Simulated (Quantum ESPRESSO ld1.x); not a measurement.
All-electron atom: Sn12+ in [Kr] 4d2. Calculated with ld1.x of Quantum ESPRESSO 7.5: Dirac Kohn-Sham, LDA (Slater exchange, Perdew-Zunger correlation), spin-unpolarised, spherical densities, point nucleus; open shells fill j = l - 1/2 first.

Radial electron density D(r) = 4 pi r^2 rho(r):

```
   r/bohr * D(r) (the largest magnitude, 81.8, reaches the edge; | marks zero)
 0.001965 |  *
 0.002234 |   *
 0.002559 |    *
 0.002932 |     *
 0.003333 |       *
 0.003818 |         *
 0.004374 |           *
 0.005011 |             *
 0.005696 |                *
 0.006526 |                   *
 0.007476 |                      *
 0.008497 |                          *
 0.009735 |                              *
  0.01115 |                                 *
  0.01278 |                                     *
  0.01452 |                                        *
  0.01664 |                                          *
  0.01906 |                                           *
  0.02167 |                                           *
  0.02482 |                                          *
  0.02844 |                                        *
  0.03258 |                                      *
  0.03703 |                                     *
  0.04242 |                                     *
  0.04861 |                                       *
  0.05524 |                                          *
  0.06329 |                                              *
  0.07251 |                                                   *
  0.08307 |                                                      *
  0.09442 |                                                      *
   0.1082 |                                                   *
   0.1239 |                                              *
   0.1409 |                                        *
   0.1614 |                                     *
   0.1849 |                                     *
   0.2118 |                                        *
   0.2407 |                                           *
   0.2758 |                                            *
    0.316 |                                        *
   0.3591 |                                 *
   0.4115 |                       *
   0.4714 |                *
   0.5401 |            *
   0.6138 |           *
   0.7033 |           *
   0.8057 |          *
   0.9157 |        *
    1.049 |     *
    1.202 |  *
    1.377 |*
    1.565 *
    1.793 *
    2.054 *
    2.335 *
    2.675 *
```

D(r) has 4 maxima, at r = 0.0205, 0.0893, 0.265, 0.676 bohr, and minima at 0.0401, 0.172, 0.619 bohr, inside which lie 2.03, 11.09, 29.58 electrons.
